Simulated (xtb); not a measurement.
xtb input:

```bash
xtb mol.xyz --gfn 2 --sp --chrg -1 --uhf 0
```
mol.xyz:
```
8

Si     2.74890156    -0.10146453    -0.23406996
O      1.10421761     0.44419429     0.33144002
Si    -0.28488096     0.09154546    -0.32734546
Cl    -1.10718111    -1.69464435     0.38603283
Cl    -1.71352322     1.55072177     0.16767191
H      2.29183803    -1.48070766    -0.76761375
H      2.65422645     0.52817258    -1.64453674
H     -0.32412011    -0.01546835    -1.79253401
```

### Question
What final total energy does it print?

### Answer
-18.50221 Eh (GFN2-xTB).

It need not be the lowest isomer of its formula. Whether it binds its extra electron was not tested at this geometry.
